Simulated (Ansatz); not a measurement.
Stretching the B1–H3 bond in BFHI (SMILES FBI) (multiplicity 1 held, fragments rigid). Energies count from the point at 1.186 Å.
Geometry at that point (charge 0, multiplicity 1):
```xyz
4

B     -0.245    -1.333     0.806
F      0.792    -1.744     1.497
H     -1.260    -1.946     0.818
I     -0.088     0.459    -0.346
```

Signs of static correlation in def2-TZVPP, with CASSCF(2,2), from Ansatz (a quantum-chemistry and plane-wave program) runs.

```json
[
 {"R (Å)": "0.949", "T1 of restricted CCSD": "0.015", "⟨S²⟩ of UHF": "0.000", "largest double amplitude of restricted CCSD": "0.035", "weight of the CASSCF reference in MRCISD": "0.893", "CASSCF natural occupations": "1.99 0.01"},
 {"R (Å)": "1.067", "T1 of restricted CCSD": "0.014", "⟨S²⟩ of UHF": "0.000", "largest double amplitude of restricted CCSD": "0.035", "weight of the CASSCF reference in MRCISD": "0.893", "CASSCF natural occupations": "1.99 0.01"},
 {"R (Å)": "1.186", "T1 of restricted CCSD": "0.014", "⟨S²⟩ of UHF": "0.000", "largest double amplitude of restricted CCSD": "0.035", "weight of the CASSCF reference in MRCISD": "0.893", "CASSCF natural occupations": "1.98 0.02"},
 {"R (Å)": "1.304", "T1 of restricted CCSD": "0.015", "⟨S²⟩ of UHF": "0.000", "largest double amplitude of restricted CCSD": "0.034", "weight of the CASSCF reference in MRCISD": "0.892", "CASSCF natural occupations": "1.98 0.02"},
 {"R (Å)": "1.423", "T1 of restricted CCSD": "0.015", "⟨S²⟩ of UHF": "0.000", "largest double amplitude of restricted CCSD": "0.034", "weight of the CASSCF reference in MRCISD": "0.892", "CASSCF natural occupations": "1.97 0.03"},
 {"R (Å)": "1.601", "T1 of restricted CCSD": "0.015", "⟨S²⟩ of UHF": "0.000", "largest double amplitude of restricted CCSD": "0.040", "weight of the CASSCF reference in MRCISD": "0.892", "CASSCF natural occupations": "1.95 0.05"},
 {"R (Å)": "1.779", "T1 of restricted CCSD": "0.016", "⟨S²⟩ of UHF": "0.000", "largest double amplitude of restricted CCSD": "0.054", "weight of the CASSCF reference in MRCISD": "0.892", "CASSCF natural occupations": "1.92 0.08"},
 {"R (Å)": "2.075", "T1 of restricted CCSD": "0.018", "⟨S²⟩ of UHF": "0.484", "largest double amplitude of restricted CCSD": "0.129", "weight of the CASSCF reference in MRCISD": "0.892", "CASSCF natural occupations": "1.84 0.16"},
 {"R (Å)": "2.372", "T1 of restricted CCSD": "(withheld)", "⟨S²⟩ of UHF": "0.778", "largest double amplitude of restricted CCSD": "0.248", "weight of the CASSCF reference in MRCISD": "0.892", "CASSCF natural occupations": "1.73 0.27"},
 {"R (Å)": "2.727", "T1 of restricted CCSD": "(withheld)", "⟨S²⟩ of UHF": "0.922", "largest double amplitude of restricted CCSD": "0.388", "weight of the CASSCF reference in MRCISD": "0.893", "CASSCF natural occupations": "1.55 0.45"},
 {"R (Å)": "3.202", "T1 of restricted CCSD": "0.049", "⟨S²⟩ of UHF": "0.986", "largest double amplitude of restricted CCSD": "0.568", "weight of the CASSCF reference in MRCISD": "0.893", "CASSCF natural occupations": "1.32 0.68"},
 {"R (Å)": "3.794", "T1 of restricted CCSD": "0.063", "⟨S²⟩ of UHF": "1.005", "largest double amplitude of restricted CCSD": "0.744", "weight of the CASSCF reference in MRCISD": "0.893", "CASSCF natural occupations": "1.15 0.85"}
]
```

Question: What belongs in the gaps?

Answer: 
- 2.372, T1 of restricted CCSD: 0.023
- 2.727, T1 of restricted CCSD: 0.033

Doubts at one or more of the structures used: a restricted determinant that unrestricted orbitals would lower (R-CCSD(T)/def2-TZVPP); other coupled-cluster roots lie near (R-CCSD(T)/def2-TZVPP); T1 above 0.05 (R-CCSD(T)/def2-TZVPP, U-CCSD(T)/def2-TZVPP); a spin-contaminated determinant (U-CCSD(T)/def2-TZVPP).
